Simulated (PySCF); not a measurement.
# Structure from NMR data

The spectra below were simulated for a compound C5H12OSi2.

1H NMR (300 MHz, computed): δ 4.83 (s, 2H), 4.19 (s, 3H), 3.52 (t, 2H), 1.65 (m, 2H), 0.90 (t, 3H).

13C{1H} NMR (computed): δ 119.9 (C), 112.3 (C), 69.1 (CH2), 28.5 (CH2), 10.8 (CH3).

Computed data (PySCF): PBE0-D3(BJ)/def2-SVP structure, NMR shieldings at PBE0/pcSseg-1/GIAO. One computed conformer, non-relativistic, one averaged value for each set of equivalent atoms, in vacuum.

References, each an isolated molecule treated in the same way: 1H and 13C against TMS.

Task: Which of these isomers gave the spectra?
A. CC(C)O[SiH2]C#C[SiH3]
B. C#C[SiH2]O[SiH2]C(C)C
C. CCCO[SiH2]C#C[SiH3]
D. CC(C)[Si@H](O)C#C[SiH3]
E. C=C[Si]1(O[SiH3])CCC1
F. C=CC(=C)O[SiH2]C[SiH3]

Result: C. 

The formula gives 2 degrees of unsaturation (no ring in the answer). 5 carbon signals for 5 carbons: no two carbons are equivalent. Carbon types of the structure: 2 × C, 2 × CH2, 1 × CH3, leaving 5 H on heteroatoms. δC 119.9, 112.3: alkyne carbon. δC 69.1: sp3 CH2 bonded to O; deshielded by the electronegative neighbour. δC 28.5: sp3 CH2; a saturated carbon with 2 carbon neighbours and no heteroatom attached. δC 10.8: methyl carbon; a saturated carbon with 1 carbon neighbour and no heteroatom attached. δH 3.52: hydrogen on an sp3 CH2 bonded to O; its carbon carries O, hence the downfield position.

The others: C=CC(=C)O[SiH2]C[SiH3] would give 8 signals for carbon-bound and other non-exchanging H, not 5; CC(C)O[SiH2]C#C[SiH3] would give 4 carbon signals, not 5; CC(C)[Si@H](O)C#C[SiH3] has carbons computed at 122.4, 110.6, 17.4, 16.3, 15.7, with a different DEPT pattern; C#C[SiH2]O[SiH2]C(C)C would give 4 carbon signals, not 5; C=C[Si]1(O[SiH3])CCC1 would give 4 carbon signals, not 5.

Shifts are as computed. Against solution values, carbons near 30 ppm lie about +2 ppm off and those near 130 ppm about +5 ppm. Of 1309 compounds with measured shifts, 239 miss one by over three times the rms of a fit or turn the order of signals round; such compounds aren't used in these exercises. No couplings were computed; multiplicities are counted from neighbouring protons, with m where these are inequivalent, close in shift, in a saturated or five-membered ring or joined by F or P, and br s for small geminal =CH2 splittings.
